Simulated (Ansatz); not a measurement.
Abridged output of a molecular run in Ansatz:

```
Functional definition: HF
1880 factors; integrals over basis functions are off by at most 1.1e-3 eV
mean field evaluation 1: about -19322.4071 eV, gradient 6.8e1 eV
mean field evaluation 2: about -19322.6550 eV, gradient 6.8e1 eV
mean field evaluation 4: about -19330.7850 eV, gradient 4.3e0 eV
mean field evaluation 8: about -19330.8810 eV, gradient 4.1e-1 eV
mean field evaluation 16: about -19330.8820 eV, gradient 2.1e-6 eV
mean field -19330.88199549 eV, -710.3968103917 hartree, gradient 2.1e-6 eV, S^2 0.000000; 0 other end points of the search recorded, 0 dependent functions left out
9 core orbitals not correlated: weight in the atoms' cores, before any rotation towards them, 1.000 or more for the frozen orbitals, at most 0.000 for the correlated occupied ones
reference -19330.88199549 eV, -710.3968103917 hartree; 23, 23 occupied and 274, 274 virtual orbitals, 1880 factors
second order -38.83187020 eV of doubles, -0.00000000 eV of singles
cycle   1  -38.30725985 eV  change    5.2e-1 eV  update   1.8e-1
cycle   2  -39.24133541 eV  change   -9.3e-1 eV  update   6.9e-2
cycle   3  -39.54127719 eV  change   -3.0e-1 eV  update   3.2e-2
cycle   4  -39.52318594 eV  change    1.8e-2 eV  update   9.6e-3
cycle   5  -39.51176889 eV  change    1.1e-2 eV  update   3.8e-3
cycle   6  -39.51370160 eV  change   -1.9e-3 eV  update   1.3e-3
cycle   7  -39.51351354 eV  change    1.9e-4 eV  update   4.5e-4
cycle   8  -39.51316252 eV  change    3.5e-4 eV  update   1.5e-4
cycle   9  -39.51321887 eV  change   -5.6e-5 eV  update   6.0e-5
cycle  10  -39.51326850 eV  change   -5.0e-5 eV  update   2.2e-5
perturbative correction -1.66682312 eV, -0.0612546200 hartree
Total energy: -19372.06208711 eV, -711.9101508458 hartree
```

Its atoms:

Cartesian coordinates in Å:
```
C -2.061 0.395 -0.935
O -0.785 0.232 -0.413
Zr 0.936 -0.028 0.363
O 1.688 -1.648 -0.341
O 2.041 1.516 0.097
S 0.678 -0.263 2.822
H -2.314 -0.436 -1.602
H -2.127 1.328 -1.504
H -2.801 0.429 -0.128
H 2.128 -2.336 -0.830
H 2.449 2.313 -0.225
H 0.169 -1.502 2.695
```

(1) Which basis set was used?
A. def2-SVPD
B. def2-QZVPP
C. cc-pV(D+d)Z
D. def2-TZVPP

(2) Write the keys of the input that set method, charge and spin (a neutral closed shell needs none for the last two).

Results:

(1) D. It gives 306 functions.

(2) 
```yaml
correlation: {method: ccsd_t}
```
